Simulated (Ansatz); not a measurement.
Ansatz (an electronic-structure program) input (CCSD(T)/aug-cc-pVDZ):

Ansatz 0.2 input:
```yaml
crystal:
  periodic: [false, false, false]
  atoms:
    - {symbol: C, position_ang: [-2.87281460, -0.24967116, -0.46249685]}
    - {symbol: C, position_ang: [-1.48500072, -0.61089969, -0.84405260]}
    - {symbol: C, position_ang: [-0.41870022, 0.02991169, 0.04525011]}
    - {symbol: C, position_ang: [0.99501821, -0.33655595, -0.37866661]}
    - {symbol: C, position_ang: [2.08591135, 0.27881194, 0.45366965]}
    - {symbol: O, position_ang: [1.90952326, 1.01766748, 1.38730128]}
    - {symbol: H, position_ang: [-3.71605902, -0.81602310, -0.83280657]}
    - {symbol: H, position_ang: [-3.07494619, 0.64977762, 0.10355227]}
    - {symbol: H, position_ang: [-1.36898425, -1.70223831, -0.83793322]}
    - {symbol: H, position_ang: [-1.29563464, -0.31794160, -1.89100364]}
    - {symbol: H, position_ang: [-0.57498051, -0.27029333, 1.08349122]}
    - {symbol: H, position_ang: [-0.52997570, 1.11671049, 0.02796772]}
    - {symbol: H, position_ang: [1.15187898, -1.42328269, -0.35768559]}
    - {symbol: H, position_ang: [1.18893357, -0.04936920, -1.42091984]}
    - {symbol: H, position_ang: [3.11709739, 0.00173924, 0.14470502]}
basis:
  gaussian:
    orbitals: aug-cc-pVDZ
magnetization: {spin_polarized: true, initial_magnetization: 1}
correlation: {method: ccsd_t, electrons: outside_noble_gas}
output: {forces: true}
```

Output:

```
Functional definition: HF
integrals: 2.16 GiB planned
2166 factors; integrals over basis functions are off by at most 6.1e-4 eV
1.02 GiB of device memory are held for the factors and their scratch space
mean field: 1.34 GiB planned
mean field evaluation 1: about -7325.3685 eV, gradient 3.3e1 eV
mean field evaluation 2: about -7325.3698 eV, gradient 3.3e1 eV
mean field evaluation 4: about -7331.2639 eV, gradient 4.8e0 eV
mean field evaluation 8: about -7331.4336 eV, gradient 2.4e-1 eV
mean field evaluation 16: about -7331.4057 eV, gradient 1.8e0 eV
mean field -7331.43467156 eV, -269.4252547549 hartree, gradient 5.2e-6 eV, S^2 0.762992; 2 other end points of the search recorded, 0 dependent functions left out
6 core orbitals not correlated
reference -7331.43467156 eV, -269.4252547549 hartree; 18, 17 occupied and 195, 196 virtual orbitals, 2166 factors
densities: 19.76 GiB planned
second order -24.17660909 eV of doubles, -0.00000000 eV of singles
coupled cluster: 13.50 GiB planned
cycle   1  -25.08673748 eV  change   -9.1e-1 eV  update   1.2e-1
cycle   2  -25.74240968 eV  change   -6.6e-1 eV  update   3.7e-2
cycle   3  -25.93140400 eV  change   -1.9e-1 eV  update   2.0e-2
cycle   4  -25.93460676 eV  change   -3.2e-3 eV  update   5.8e-3
cycle   5  -25.93248988 eV  change    2.1e-3 eV  update   2.6e-3
cycle   6  -25.93274297 eV  change   -2.5e-4 eV  update   9.7e-4
cycle   7  -25.93265254 eV  change    9.0e-5 eV  update   4.0e-4
cycle   8  -25.93264392 eV  change    8.6e-6 eV  update   1.4e-4
cycle   9  -25.93268497 eV  change   -4.1e-5 eV  update   6.7e-5
cycle  10  -25.93268559 eV  change   -6.3e-7 eV  update   2.6e-5
cycle  11  -25.93267161 eV  change    1.4e-5 eV  update   1.1e-5
cycle  12  -25.93267871 eV  change   -7.1e-6 eV  update   4.9e-6
cycle  13  -25.93267984 eV  change   -1.1e-6 eV  update   1.9e-6
cycle  14  -25.93268124 eV  change   -1.4e-6 eV  update   8.2e-7
cycle  15  -25.93268216 eV  change   -9.2e-7 eV  update   3.6e-7
perturbative correction -0.90868702 eV, -0.0333936322 hartree
the calculation of the forces begins
1.02 GiB of device memory are held for the factors and their scratch space
Total energy: -7358.27604075 eV, -270.4116568788 hartree
Atom 0 at    -2.872815    -0.249671    -0.462497 Å, force    -0.143073     0.013525     0.124065 eV/Å
Atom 1 at    -1.485001    -0.610900    -0.844053 Å, force     0.315012    -0.054895    -0.112125 eV/Å
Atom 2 at    -0.418700     0.029912     0.045250 Å, force    -0.018499    -0.023720    -0.026687 eV/Å
Atom 3 at     0.995018    -0.336556    -0.378667 Å, force    -0.136353    -0.076734    -0.100530 eV/Å
Atom 4 at     2.085911     0.278812     0.453670 Å, force     0.334902    -0.792280    -0.996331 eV/Å
Atom 5 at     1.909523     1.017667     1.387301 Å, force    -0.290660     1.107194     1.398683 eV/Å
Atom 6 at    -3.716059    -0.816023    -0.832807 Å, force    -0.411004    -0.266813    -0.177824 eV/Å
Atom 7 at    -3.074946     0.649778     0.103552 Å, force    -0.104293     0.443334     0.271011 eV/Å
Atom 8 at    -1.368984    -1.702238    -0.837933 Å, force     0.049458    -0.446407     0.030387 eV/Å
Atom 9 at    -1.295635    -0.317942    -1.891004 Å, force     0.077289     0.133031    -0.389814 eV/Å
Atom 10 at    -0.574981    -0.270293     1.083491 Å, force    -0.071080    -0.151831     0.473839 eV/Å
Atom 11 at    -0.529976     1.116710     0.027968 Å, force    -0.051848     0.493801    -0.024092 eV/Å
Atom 12 at     1.151879    -1.423283    -0.357686 Å, force     0.049824    -0.435663     0.034612 eV/Å
Atom 13 at     1.188934    -0.049369    -1.420920 Å, force     0.066465     0.142608    -0.410280 eV/Å
Atom 14 at     3.117097     0.001739     0.144705 Å, force     0.333859    -0.085151    -0.094912 eV/Å
Dipole moment:    -0.006150    -0.334246    -0.450099 e Å
```

It need not be the lowest isomer of its formula.
